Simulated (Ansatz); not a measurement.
Geometry optimisation, RKS PBE/def2-SVP (Ansatz).

input.yaml

```yaml
crystal:
  periodic: [false, false, false]
  atoms:
    - { symbol: Sn, position_ang: [-1.131881, 1.227678, -0.484954] }
    - { symbol: H, position_ang: [-0.464804, -0.285583, -0.922229] }
    - { symbol: H, position_ang: [-2.139308, 1.732684, -1.797822] }
    - { symbol: H, position_ang: [-2.088117, 1.038686, 0.930824] }
    - { symbol: H, position_ang: [0.13213, 2.370905, -0.263861] }
    - { symbol: H, position_ang: [1.432019, -0.283989, 1.320673] }
    - { symbol: F, position_ang: [0.91735, 0.261222, 1.857302] }
    - { symbol: H, position_ang: [0.96717, -1.560705, -0.832839] }
    - { symbol: O, position_ang: [1.517962, -1.989286, -0.152344] }
    - { symbol: H, position_ang: [0.857579, -2.511511, 0.345351] }
basis:
  gaussian: { orbitals: def2-SVP }
hamiltonian:
  xc: pbe
relax:
  f_tol: 0.03
  max_steps: 50
output:
  orbitals: {}
```

Command:

```bash
$ ansatz run input.yaml --threads 2 --pin off --max-ram 3072MiB --backend cpu --events-out ev --progress --plain --runs-dir out
```

Question: Where does it end, and by what steps?

Answer: The forces met the threshold. The force dipped under the threshold on the way, but the program's further checks kept it going. After 12 steps the energy has fallen by 0.272 eV; H6 moved furthest, 0.38 Å.

```csv
step,energy less start (eV),largest force component (eV/Å),accepted
0,0.0000,0.944,yes
1,-0.1320,1.056,yes
2,-0.2372,0.352,yes
3,-0.2399,0.795,yes
4,-0.2633,0.305,yes
5,-0.2671,0.143,yes
6,-0.2701,0.061,yes
7,-0.2704,0.032,yes
8,-0.2711,0.024,yes
9,-0.2711,0.096,yes
10,-0.2714,0.045,yes
11,-0.2715,0.023,yes
12,-0.2716,0.029,yes
```

```xyz
10
Properties=species:S:1:pos:R:3
Sn -1.047 1.202 -0.476
H -0.336 -0.232 -1.173
H -2.194 1.734 -1.667
H -1.902 0.783 0.953
H 0.140 2.421 -0.265
H 1.256 -0.536 1.103
F 0.959 0.270 1.554
H 0.942 -1.394 -0.629
O 1.412 -1.796 0.136
H 0.768 -2.452 0.465
```

Whether the end is a true minimum wasn't checked by a vibrational analysis.

The run took 20 s on 2 threads of Arm Neoverse V1 (shared host), peak memory 0.13 GiB.
